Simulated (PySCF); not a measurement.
CH₅FO₂Si.

```xyz
10

Si     0.5726     0.1360     0.1874
O      1.7001    -0.0338    -0.9858
F      0.3184    -1.2605     0.9719
O     -0.8534     0.5504    -0.5153
C     -2.1202     0.5185     0.0890
H      1.0790     1.1057     1.1755
H      1.4183    -0.4512    -1.8056
H     -2.2458     1.3451     0.8105
H     -2.8865     0.6313    -0.6921
H     -2.2990    -0.4338     0.6168
```
Charge 0, spin multiplicity 1.

Coordinates come from a PBE0-D3(BJ)/def2-SVP optimisation. This is a generated structure with no PubChem entry under its InChIKey; it may be hypothetical. The values are those of a single conformer.

All values below come from HF/pcSseg-1 in PySCF. Non-relativistic, no solvent.

Computed absolute GIAO shielding of each atom: isotropic value and principal components (ppm):
| atom | σ(iso) | σ11 | σ22 | σ33 | span |
|---|---|---|---|---|---|
| Si1 | 454.3 | 426.4 | 462.8 | 473.8 | 47.3 |
| O2 | 297.6 | 263.4 | 286.9 | 342.5 | 79.1 |
| F3 | 357.1 | 317.3 | 334.3 | 419.6 | 102.3 |
| O4 | 328.1 | 270.7 | 338.4 | 375.4 | 104.7 |
| C5 | 144.0 | 121.3 | 122.5 | 188.1 | 66.8 |
| H6 | 27.9 | 24.6 | 25.0 | 34.2 | 9.6 |
| H7 | 29.2 | 20.9 | 23.6 | 43.1 | 22.2 |
| H8 | 28.3 | 24.0 | 25.9 | 34.9 | 10.9 |
| H9 | 28.0 | 23.6 | 25.7 | 34.8 | 11.1 |
| H10 | 28.1 | 23.3 | 26.9 | 34.2 | 10.9 |
